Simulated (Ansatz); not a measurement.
Compare A (`NC([SiH3])[SiH2]O`) with its isomer B (`N[SiH2][SiH2]CO`).

Computed with Ansatz on PBE0-D4/def2-TZVP structures; ΔE is electronic, products minus reactants. CBS: MP2 limit from def2 TZ/QZ plus the TZ coupled-cluster correction, frozen cores. DFT in def2-TZVPP. B3LYP here is the variant with VWN-RPA as its local correlation; programs differ in this. Each species was taken in one conformer, which may not be the lowest.

(1) Which isomer does CCSD(T)/CBS put lower? Give the gap. (Estimate.)

(2) Give E(B) − E(A) in kJ/mol with B2PLYP, B3LYP-D4, r2SCAN-D4, HF/def2-TZVPP, CCSD/def2-TZVPP, ωB97M-V, CCSD(T)/def2-TZVPP. (Estimate.)

Largest T1 diagnostic: 0.012.

## Answers

(1) Ansatz gave: A, by 72.5 kJ/mol.

(2) Ansatz gave: B2PLYP 69.3, B3LYP-D4 66.2, r2SCAN-D4 65.3, HF/def2-TZVPP 71.1, CCSD/def2-TZVPP 72.2, ωB97M-V 74.9, CCSD(T)/def2-TZVPP 72.4. None reverses the order clearly.

The D4 term adds +5.5 kJ/mol with B3LYP and +2.7 kJ/mol with PBE0; it sums over pairs of atoms, weighted by their polarisabilities, and B3LYP, whose exchange is more repulsive, gets the larger term. From PBE to PBE0 (25 % exact exchange), in def2-TZVPP and without D4, E(B) − E(A) moves by +5.8 kJ/mol.
